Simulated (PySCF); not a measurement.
A geometry optimisation on `[BH3-][N+]#CCB(OC)OC`.

Computed with PBE0-D3(BJ)/def2-SVP geometry optimisation, gas phase (PySCF 2.14.0). Start geometry: GFN2-xTB. The input is one job of a driver script: a line of settings, then coordinates in Å.

Input:
```
{"job": {"xc": "PBE0", "basis": "def2-SVP", "d3": "d3bj", "grid": 1, "kind": "geom"}, "charge": 0, "multiplicity": 1}
B      3.536789     0.561829     0.260486
N      2.165696     0.472500     0.789132
C      1.078770     0.403843     1.161141
C     -0.296801     0.298533     1.524701
B     -1.170439    -0.316846     0.292004
O     -1.935166    -1.376430     0.608108
C     -2.749990    -2.039670    -0.340156
O     -1.178977     0.170058    -0.961790
C     -0.402926     1.242317    -1.447053
H      4.208285     1.041187     1.121091
H      3.451468     1.261300    -0.706480
H      3.847498    -0.559418    -0.007259
H     -0.669006     1.289365     1.799602
H     -0.396639    -0.352170     2.394490
H     -3.310123    -2.805001     0.196048
H     -2.132575    -2.503147    -1.111615
H     -3.436535    -1.337162    -0.815703
H      0.609789     0.901923    -1.673905
H     -0.878958     1.598135    -2.361338
H     -0.345309     2.059533    -0.724540
```

Task: What does the run print?

Result: 
```
step   0  E = -413.22938360  max force = 0.020796
step   1  E = -413.23315017  max force = 0.003308
step   2  E = -413.23320147  max force = 0.001204
step   3  E = -413.23321413  max force = 0.001738
step   4  E = -413.23322156  max force = 0.000395
optimisation converged
```

Energies in Eh; «max force» is the largest Cartesian gradient component in Eh/bohr.

Task: How much energy does the optimisation release, in kJ/mol?

Result: E(step 0) − E(last step) = 0.003838 Eh, which is 10.1 kJ/mol.

In short: final energy -413.23322 Eh after 4 steps; dipole 7.20 D.

Task: Give the final coordinates.

Result: 0.083 Å rms from the input after alignment:
```
atom  x, y, z in Å
B1     3.2476    1.0511    0.2292
N2     1.8292    0.9108    0.7915
C3     0.7453    0.8145    1.1698
C4    -0.6392    0.6827    1.5490
B5    -1.5345    0.0483    0.3731
O6    -2.3324   -0.9774    0.7304
C7    -3.1784   -1.6027   -0.2103
O8    -1.5426    0.4973   -0.8978
C9    -0.7589    1.5463   -1.4143
H10    3.9298    1.5617    1.1065
H11    3.1307    1.7711   -0.7578
H12    3.6113   -0.0814   -0.0598
H13   -1.0273    1.6824    1.8115
H14   -0.7236    0.0492    2.4445
H15   -3.7743   -2.3570    0.3201
H16   -2.5934   -2.0969   -1.0014
H17   -3.8537   -0.8755   -0.6869
H18    0.2568    1.1987   -1.6595
H19   -1.2364    1.9091   -2.3346
H20   -0.6795    2.3917   -0.7112
```

The run took 75 s on one thread, Arm Neoverse V2, on a shared host.
Labels such as C1 count atoms from 1, the log's own numbers from 0.
